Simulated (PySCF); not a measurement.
Metal series MCl3, each in one or more spin states. All species are isolated molecules in the gas phase. Multiplicities are imposed; where one is given, others were not computed.

The charge on the central atom (meta-Löwdin) from two functionals at the same geometries (BP86-D3(BJ)/def2-SVP), both in PySCF: PBE-D3(BJ)/def2-TZVP and TPSSh-D3(BJ)/def2-TZVP. 

```tsv
species	PBE-D3(BJ)/def2-TZVP (e)	TPSSh-D3(BJ)/def2-TZVP (e)
M = Ti, multiplicity 2 ([Ti(Cl)3])	0.99	1.11
M = Fe, multiplicity 4 ([Fe(Cl)3] (excited quartet))	0.99	1.13
M = Fe, multiplicity 6	1.24	1.37
```

Over these rows, drawn at random from the members with no instability flagged (it was tested for open shells, ions and some series alone), PBE minus TPSSh-D3(BJ): mean -0.13 e, from -0.14 e to -0.12 e.
